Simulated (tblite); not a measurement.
Problem. What does the GFN2-xTB structure of `COC[C@@H]1CCO[Si@H]1F` look like in three dimensions?

Solution. 
Z-matrix in Å and degrees, rows numbered from 1:
```
C 
O   1  1.4015
C   2  1.4106  1  113.11
C   3  1.5180  2  109.00  1  -179.87
C   4  1.5353  3  112.14  2   -63.61
C   5  1.5299  4  107.40  3  -159.40
O   6  1.4183  5  109.46  4    35.66
Si  7  1.6209  6  114.94  5   -19.17
F   8  1.6103  4  113.10  3  -102.51
H   1  1.0978  2  111.30  3    60.94
H   1  1.0978  2  111.29  3   -60.27
H   1  1.0880  2  106.72  3  -179.60
H   3  1.1025  2  109.79  1    59.01
H   3  1.1018  2  109.80  1   -59.11
H   4  1.0951  3  107.17  2    55.90
H   5  1.0919  4  108.65  3   -41.75
H   5  1.0884  4  112.24  3    78.12
H   6  1.0925  5  112.01  4   154.99
H   6  1.0943  5  110.95  4   -83.28
H   8  1.4453  4  120.29  3    24.05
```

The 5-membered ring C4–C5–C6–O7–Si8 has internal angles of 95.3° to 114.9° (sum 528°, against 540° for a flat polygon); it is puckered, 0.16 Å rms from its mean plane, widest ring torsion 36°. Of the pairs four or more bonds apart, H13···H16 is among the closest relative to their van der Waals radii: 2.41 Å, 100 % of the sum of Bondi's values. Si8 (fluorine-bound silicon) has angles from 95.3° to 120.3°. O7 (silyl ether oxygen) is bent (angle 114.9°).

Structure optimised with GFN2-xTB, isolated species.

Point group: C1 (no symmetry element, even within 0.4 Å). Its GFN2-xTB frequencies are all real (lowest 60 cm⁻¹). The numbers are those of one conformer (C1–O2–C3–C4 180°, O2–C3–C4–C5 -64°, C3–C4–C5–C6 -159°, C4–C5–C6–O7 36°, C5–C6–O7–Si8 -19°, C6–O7–Si8–F9 -119°).

All values are computed, not measured.
